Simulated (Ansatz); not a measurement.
Born–Oppenheimer molecular dynamics of CH5Cl3Si (10 atoms, charge 0, multiplicity 1). It starts at the highest image of a converged band. Of that band: Neighbouring images differ by up to 2.4 eV, so the band resolves the path poorly. A vibrational analysis at the climbing image gives one clearly imaginary mode, 1279i cm⁻¹: a first-order saddle point.

The calculation used RKS PBE-D4/def2-SVP (Ansatz 0.2.0).

* ensemble: NVE (velocity Verlet)
* time step: 0.5 fs
* steps asked: 200
* starting velocities drawn for: 100 K
* seed: 8613

Frames 2.5 fs apart, positions in Å, forces in eV/Å.

Velocities at 50.0 fs (Å/ps):

```
Si -0.87 7.30 1.33
H -94.13 -40.81 -27.14
Cl -2.35 -6.74 6.71
Cl 2.91 -3.27 -9.11
Cl 7.63 12.71 5.40
H -93.32 -75.68 -42.51
C -4.53 -10.34 -3.65
H 2.67 -37.62 -21.73
H -20.41 11.34 -4.51
H -4.86 -32.46 -2.92
```

```xyz
10
Properties=species:S:1:pos:R:3:forces:R:3 time_fs=50.0 energy_less_start_eV=-2.508 T=2526
Si -0.328 0.911 0.116 1.32 -1.58 -0.38
H -4.817 -2.568 -1.563 0.98 -1.38 -0.36
Cl -0.983 1.398 -1.760 -0.24 0.25 -0.36
Cl -1.903 0.790 1.397 -0.42 0.00 0.36
Cl 1.015 2.338 0.768 -0.04 0.09 0.07
H -4.349 -3.232 -1.739 -0.98 1.38 0.37
C 0.636 -0.771 -0.067 1.34 1.31 0.53
H 1.560 -0.577 -0.702 -0.79 0.08 0.17
H 0.113 -1.613 -0.510 -0.64 -0.33 -0.25
H 1.109 -1.107 0.896 -0.53 0.18 -0.14
10
Properties=species:S:1:pos:R:3:forces:R:3 time_fs=52.5 energy_less_start_eV=-2.479 T=2496
Si -0.329 0.928 0.119 2.18 -1.71 -0.24
H -5.021 -2.716 -1.643 0.48 -0.77 -0.22
Cl -0.989 1.381 -1.744 -0.32 0.39 -0.70
Cl -1.896 0.781 1.375 -0.71 0.01 0.66
Cl 1.034 2.370 0.781 -0.36 -0.22 -0.09
H -4.613 -3.375 -1.833 -0.48 0.77 0.22
C 0.629 -0.793 -0.074 1.03 1.11 0.32
H 1.540 -0.668 -0.748 -0.78 0.24 0.36
H 0.041 -1.597 -0.530 -0.54 -0.14 -0.08
H 1.080 -1.180 0.882 -0.50 0.31 -0.23
10
Properties=species:S:1:pos:R:3:forces:R:3 time_fs=55.0 energy_less_start_eV=-2.338 T=2363
Si -0.324 0.941 0.121 2.81 -1.74 -0.09
H -5.207 -2.889 -1.730 -1.16 2.25 0.71
Cl -0.996 1.365 -1.729 -0.38 0.51 -1.01
Cl -1.891 0.773 1.354 -0.94 0.00 0.92
Cl 1.052 2.401 0.794 -0.62 -0.48 -0.22
H -4.896 -3.493 -1.920 1.16 -2.25 -0.71
C 0.625 -0.810 -0.081 -1.16 0.46 -0.16
H 1.478 -0.744 -0.775 0.18 0.40 -0.16
H -0.060 -1.586 -0.552 0.23 0.70 0.46
H 1.024 -1.237 0.857 -0.12 0.14 0.26
10
Properties=species:S:1:pos:R:3:forces:R:3 time_fs=57.5 energy_less_start_eV=-2.284 T=2309
Si -0.314 0.950 0.123 3.19 -1.68 0.08
H -5.438 -2.977 -1.790 0.53 -1.26 -0.42
Cl -1.003 1.350 -1.715 -0.40 0.61 -1.25
Cl -1.887 0.765 1.334 -1.06 0.00 1.09
Cl 1.069 2.432 0.807 -0.82 -0.69 -0.34
H -5.134 -3.696 -2.033 -0.53 1.26 0.42
C 0.617 -0.824 -0.088 -2.19 0.64 -0.10
H 1.425 -0.796 -0.812 0.69 0.36 -0.39
H -0.150 -1.537 -0.549 0.45 0.69 0.49
H 0.959 -1.285 0.846 0.15 0.06 0.42
10
Properties=species:S:1:pos:R:3:forces:R:3 time_fs=60.0 energy_less_start_eV=-2.256 T=2281
Si -0.297 0.956 0.126 3.27 -1.50 0.24
H -5.647 -3.117 -1.869 0.43 -1.23 -0.44
Cl -1.011 1.336 -1.704 -0.39 0.67 -1.37
Cl -1.884 0.757 1.316 -1.06 0.01 1.16
Cl 1.085 2.461 0.820 -0.97 -0.87 -0.43
H -5.392 -3.847 -2.129 -0.43 1.23 0.44
C 0.598 -0.835 -0.095 -0.82 1.24 0.17
H 1.406 -0.828 -0.865 -0.04 0.21 0.41
H -0.217 -1.451 -0.520 -0.16 -0.07 -0.04
H 0.902 -1.328 0.855 0.17 0.31 -0.14
10
Properties=species:S:1:pos:R:3:forces:R:3 time_fs=62.5 energy_less_start_eV=-2.158 T=2189
Si -0.273 0.958 0.129 3.03 -1.25 0.36
H -5.838 -3.308 -1.965 -0.63 2.41 0.91
Cl -1.020 1.323 -1.695 -0.31 0.70 -1.37
Cl -1.884 0.749 1.300 -0.90 0.04 1.13
Cl 1.099 2.489 0.832 -1.06 -1.02 -0.50
H -5.670 -3.947 -2.207 0.63 -2.41 -0.91
C 0.575 -0.840 -0.101 0.09 1.53 0.40
H 1.386 -0.847 -0.897 -0.51 0.08 0.81
H -0.293 -1.368 -0.492 -0.49 -0.52 -0.38
H 0.855 -1.353 0.858 0.17 0.43 -0.46
10
Properties=species:S:1:pos:R:3:forces:R:3 time_fs=65.0 energy_less_start_eV=-2.240 T=2265
Si -0.243 0.958 0.132 2.45 -0.94 0.42
H -6.052 -3.406 -2.026 0.16 -0.92 -0.37
Cl -1.029 1.312 -1.688 -0.18 0.71 -1.24
Cl -1.885 0.741 1.286 -0.63 0.08 1.03
Cl 1.112 2.515 0.842 -1.11 -1.14 -0.56
H -5.924 -4.140 -2.320 -0.16 0.92 0.37
C 0.552 -0.837 -0.106 -1.20 1.28 0.32
H 1.340 -0.861 -0.885 -0.03 -0.01 0.18
H -0.391 -1.311 -0.483 0.45 -0.16 -0.08
H 0.819 -1.355 0.837 0.24 0.17 -0.07
10
Properties=species:S:1:pos:R:3:forces:R:3 time_fs=67.5 energy_less_start_eV=-2.183 T=2211
Si -0.207 0.955 0.137 1.61 -0.53 0.39
H -6.262 -3.538 -2.101 0.17 -1.55 -0.65
Cl -1.038 1.301 -1.683 0.01 0.71 -1.02
Cl -1.887 0.733 1.274 -0.28 0.14 0.89
Cl 1.123 2.540 0.852 -1.11 -1.27 -0.60
H -6.182 -4.299 -2.419 -0.16 1.55 0.65
C 0.523 -0.828 -0.109 -2.08 1.13 0.42
H 1.294 -0.875 -0.864 0.59 -0.06 -0.62
H -0.465 -1.264 -0.480 1.01 -0.01 0.11
H 0.796 -1.346 0.812 0.25 -0.13 0.43
10
Properties=species:S:1:pos:R:3:forces:R:3 time_fs=70.0 energy_less_start_eV=-2.186 T=2214
Si -0.168 0.952 0.142 0.59 0.05 0.32
H -6.464 -3.739 -2.204 -0.05 2.18 0.96
Cl -1.048 1.292 -1.681 0.22 0.71 -0.75
Cl -1.889 0.725 1.263 0.08 0.21 0.75
Cl 1.131 2.562 0.861 -1.09 -1.39 -0.63
H -6.448 -4.389 -2.490 0.05 -2.18 -0.95
C 0.484 -0.814 -0.110 -0.15 0.72 0.43
H 1.276 -0.892 -0.872 0.01 0.02 -0.16
H -0.484 -1.222 -0.473 0.29 -0.35 -0.10
H 0.788 -1.343 0.809 0.03 0.02 0.15
10
Properties=species:S:1:pos:R:3:forces:R:3 time_fs=72.5 energy_less_start_eV=-2.148 T=2176
Si -0.128 0.949 0.148 -0.52 0.76 0.21
H -6.667 -3.854 -2.270 -0.03 -0.43 -0.20
Cl -1.057 1.284 -1.679 0.45 0.70 -0.48
Cl -1.892 0.718 1.254 0.43 0.29 0.64
Cl 1.138 2.582 0.869 -1.04 -1.49 -0.65
H -6.714 -4.564 -2.598 0.03 0.43 0.20
C 0.445 -0.795 -0.108 2.22 -0.01 0.47
H 1.258 -0.907 -0.890 -0.63 0.16 0.46
H -0.488 -1.200 -0.472 -0.68 -0.67 -0.35
H 0.782 -1.337 0.814 -0.22 0.26 -0.30
10
Properties=species:S:1:pos:R:3:forces:R:3 time_fs=75.0 energy_less_start_eV=-1.970 T=2005
Si -0.089 0.947 0.155 -1.62 1.42 0.08
H -6.872 -3.980 -2.341 -0.24 -1.70 -0.82
Cl -1.065 1.277 -1.678 0.67 0.71 -0.24
Cl -1.893 0.711 1.245 0.71 0.37 0.57
Cl 1.143 2.599 0.876 -0.96 -1.57 -0.66
H -6.976 -4.730 -2.701 0.24 1.70 0.82
C 0.416 -0.777 -0.104 1.69 -1.06 0.08
H 1.209 -0.914 -0.884 -0.26 0.17 0.19
H -0.523 -1.213 -0.488 -0.04 -0.15 0.07
H 0.763 -1.319 0.804 -0.19 0.10 -0.08
10
Properties=species:S:1:pos:R:3:forces:R:3 time_fs=77.5 energy_less_start_eV=-1.806 T=1847
Si -0.053 0.948 0.162 -2.56 1.92 -0.06
H -7.088 -4.184 -2.449 0.36 1.63 0.82
Cl -1.072 1.271 -1.678 0.86 0.73 -0.06
Cl -1.894 0.705 1.238 0.93 0.45 0.53
Cl 1.147 2.613 0.881 -0.88 -1.60 -0.66
H -7.228 -4.816 -2.766 -0.36 -1.63 -0.82
C 0.395 -0.764 -0.101 0.23 -1.70 -0.17
H 1.146 -0.911 -0.870 0.65 0.01 -0.58
H -0.560 -1.235 -0.500 0.71 0.46 0.51
H 0.735 -1.295 0.792 0.06 -0.28 0.47
```

Of the whole run (100 fs, mean temperature of the second half 1990 K): The conserved energy stayed within 0.25 meV per atom of its start (net change -0.15 meV per atom), so the integration is sound. The system heated up, since it started high on the potential surface and ran downhill. A run of 0.1 ps of so small a system gives no equilibrium averages. The orbitals stay closed-shell, which can raise the energy where a bond breaks towards radicals; this wasn't checked here.

Time of the run: 6.9 min on 2 threads of Arm Neoverse V1, with other jobs on the host, peak memory 0.17 GiB.
